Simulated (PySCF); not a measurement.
Computed IR spectrum (relative IR intensity) of a molecule C5H7F. Geometry optimised at B3LYP-D3(BJ)/def2-SVP. Other conformers were not sampled. Level of theory: B3LYP-D3(BJ)/def2-SVP (PySCF 2.14.0). Frequencies are harmonic and unscaled.

Lines under 2 % of the strongest are left out, and lines within 2 cm⁻¹ are merged.

| ν (cm⁻¹) | relative intensity |
|---|---|
| 244 | 4.7 |
| 372 | 2.8 |
| 441 | 2.7 |
| 580 | 16 |
| 760 | 53 |
| 796 | 9.7 |
| 864 | 27 |
| 888 | 21 |
| 969 | 5.2 |
| 990 | 20 |
| 1027 | 35 |
| 1038 | 14 |
| 1086 | 48 |
| 1139 | 43 |
| 1179 | 90 |
| 1217 | 5.8 |
| 1245 | 2.3 |
| 1316 | 13 |
| 1352 | 17 |
| 1368 | 91 |
| 1396 | 4.7 |
| 1464 | 10 |
| 1469 | 18 |
| 1644 | 2.2 |
| 3022 | 48 |
| 3033 | 54 |
| 3049 | 100 |
| 3112 | 34 |
| 3130 | 33 |
| 3175 | 18 |
| 3210 | 21 |

Question: Which structure fits?
A. C=C[C@@H]1C[C@@H]1F
B. C[C@@]1(F)C=CC1
C. C[C@@H]1C=C[C@@H]1F
D. C=C(F)C1CC1

Answer: C, C[C@@H]1C=C[C@@H]1F
